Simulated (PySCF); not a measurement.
# How methods differ on the excitation energy of Zr²⁺

Zr²⁺ [Kr] 4d2 (3F) → Zr²⁺ [Kr] 4d1 5s1 (3D), as a difference of total energies. All numbers are calculated (PySCF 2.14, scalar relativity through the core potential, in aug-cc-pwCVDZ-PP with ECP28MDF). Correlated levels: valence: 4s2 4p6 frozen; valence and next inner shell: nothing frozen outside the core potential. The calculations carry no spin-orbit coupling.

| method | excitation energy (eV) |
| --- | --- |
| UHF | 2.345 |
| LDA | 1.924 |
| PBE | 2.162 |
| r2SCAN | 2.342 |
| r2SCANh | 2.374 |
| B97-3 | 2.406 |
| TPSSh | 2.461 |
| MP2 (valence) | 2.325 |
| SCS-MP2 (valence) | 2.338 |
| MP2 (valence and next inner shell) | 1.974 |
| SCS-MP2 (valence and next inner shell) | 2.075 |

Question: Estimate what revPBE gives.

Answer: 2.256 eV, closest to MP2 (valence) among the rows shown.

Question: Estimate what PBE0 gives.

Answer: 2.333 eV, closest to SCS-MP2 (valence) among the rows shown.
